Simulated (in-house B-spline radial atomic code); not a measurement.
# Ionising Pd VI (Pd5+) with different functionals

Computed with a B-spline radial code for spherical atoms: scalar-relativistic (spin-free X2C) Hamiltonian, Fermi nucleus of rms radius 4.5318 fm, spin-polarised at highest spin, spherical fractional occupations for the functionals, the average over the highest-spin determinants for Hartree-Fock. The ionisation energy is the difference of two self-consistent energies, [Kr] 4d5 → [Kr] 4d4, without Breit or QED terms; ε is the level of the shell that loses the electron (its least bound occupied spin orbital). There is no spin-orbit coupling in this Hamiltonian.

Hybrids are left out here: with spherical fractional occupations of an open shell their exact exchange keeps a self-interaction that integer-occupation calculations don't have.

```
           method          rung  ΔSCF (eV)  -ε(4d) (eV)
     Hartree-Fock  Hartree-Fock      84.01        85.03
         LDA VWN5           LDA      84.66        75.94
         LDA PW92           LDA      84.65        75.93
LDA exchange-only           LDA      83.20        74.53
              PBE           GGA      84.65        75.93
           PBEsol           GGA      84.59        75.87
             BLYP           GGA      84.32        75.58
             RPBE           GGA      84.62        75.90
             PW91           GGA      84.72        75.99
             BP86           GGA      84.63        75.90
             AM05           GGA      84.54        75.81
             OLYP           GGA      84.98        76.21
             TPSS      meta-GGA      84.66        75.95
             SCAN      meta-GGA      85.19        76.54
           r2SCAN      meta-GGA      85.26        76.61
          revTPSS      meta-GGA      84.61        75.90
```

Q: How do they compare with the NIST value?

A: NIST lists 84 eV ± 2 (tabulated theory, ground level to ground level). Errors run from -0.90 to +1.16 eV; all lie within about twice that uncertainty, so the table can't rank the methods. Hartree-Fock also lacks correlation.
